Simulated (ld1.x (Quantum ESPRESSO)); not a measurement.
u(r) = r·R(r): atom against pseudo-atom (carbon (C))

Columns: radius, all-electron u(r) and pseudo u(r) of the 2s shell (level -19.41 eV) of carbon in the configuration [He] 2s2 2p1.5; revPBE, scalar-relativistic, PAW scheme, ld1.x (Quantum ESPRESSO) 7.5.

```json
{"r (bohr)": "0.113", "all-electron": "0.3524", "pseudo": "-0.1349"}
{"r (bohr)": "0.225", "all-electron": "0.2876", "pseudo": "-0.2644"}
{"r (bohr)": "0.338", "all-electron": "0.0791", "pseudo": "-0.3872"}
{"r (bohr)": "0.450", "all-electron": "-0.1532", "pseudo": "-0.4978"}
{"r (bohr)": "0.563", "all-electron": "-0.3647", "pseudo": "-0.5955"}
{"r (bohr)": "0.675", "all-electron": "-0.5355", "pseudo": "-0.6770"}
{"r (bohr)": "0.788", "all-electron": "-0.6660", "pseudo": "-0.7426"}
{"r (bohr)": "0.900", "all-electron": "-0.7556", "pseudo": "-0.7910"}
{"r (bohr)": "1.013", "all-electron": "-0.8106", "pseudo": "-0.8232"}
{"r (bohr)": "1.125", "all-electron": "-0.8363", "pseudo": "-0.8390"}
{"r (bohr)": "1.238", "all-electron": "-0.8391", "pseudo": "-0.8392"}
{"r (bohr)": "1.350", "all-electron": "-0.8245", "pseudo": "-0.8245"}
{"r (bohr)": "1.463", "all-electron": "-0.7968", "pseudo": "-0.7968"}
{"r (bohr)": "1.575", "all-electron": "-0.7604", "pseudo": "-0.7604"}
{"r (bohr)": "1.688", "all-electron": "-0.7178", "pseudo": "-0.7178"}
{"r (bohr)": "1.800", "all-electron": "-0.6721", "pseudo": "-0.6721"}
{"r (bohr)": "1.913", "all-electron": "-0.6244", "pseudo": "-0.6244"}
{"r (bohr)": "2.025", "all-electron": "-0.5770", "pseudo": "-0.5770"}
{"r (bohr)": "2.138", "all-electron": "-0.5301", "pseudo": "-0.5301"}
{"r (bohr)": "2.250", "all-electron": "-0.4853", "pseudo": "-0.4853"}
{"r (bohr)": "2.363", "all-electron": "-0.4423", "pseudo": "-0.4423"}
{"r (bohr)": "2.475", "all-electron": "-0.4022", "pseudo": "-0.4022"}
{"r (bohr)": "2.588", "all-electron": "-0.3644", "pseudo": "-0.3644"}
{"r (bohr)": "2.700", "all-electron": "-0.3297", "pseudo": "-0.3297"}
{"r (bohr)": "2.813", "all-electron": "-0.2975", "pseudo": "-0.2975"}
{"r (bohr)": "2.925", "all-electron": "-0.2682", "pseudo": "-0.2682"}
```

Q: How many radial nodes do the two functions have?

A: The all-electron 2s function has n − l − 1 = 1; the pseudo-wave has 0, since the states of the same l below it are removed with the core.

Q: At about which radius was the pseudo-wave matched?

A: 1.30 bohr, where the columns begin to agree (steps of 0.11 bohr).

Q: Is the pseudo-wave norm-conserving?

A: No, it belongs to a PAW set: the norm inside the radius is not constrained, and the difference is carried by the augmentation charge.
